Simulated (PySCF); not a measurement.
PtO₂, SMILES [O]=[Pt]=[O] (connectivity only; charge and spin as stated), neutral, multiplicity 3.

The structure is a stationary point at B3LYP-D3(BJ)/def2-TZVP. The spin state was assumed, not searched. The def2 effective core potentials stand for the cores of Pt; spin–orbit coupling is left out.

All values below come from PBE/def2-TZVPD run with PySCF.

The molecule is in vacuum.

```yaml
total_energy: -269.65845 hartree
point_group: C2v
"α spin, highest occupied and lowest empty level": -6.18 and -5.52 eV
"β spin, highest occupied and lowest empty level": -7.31 and -6.79 eV
dipole_moment: 1.68 D
quadrupole, principal values (traceless, Buckingham form, about the centre of nuclear charge): -5.65, 1.90, 3.75 D·Å
mean_static_polarisability: 44.9 bohr³ (6.65 Å³)
polarisability_principal_values: 32.4, 36.4, 65.9 bohr³
"⟨S²⟩": 2.007 (pure state 2.00)
```
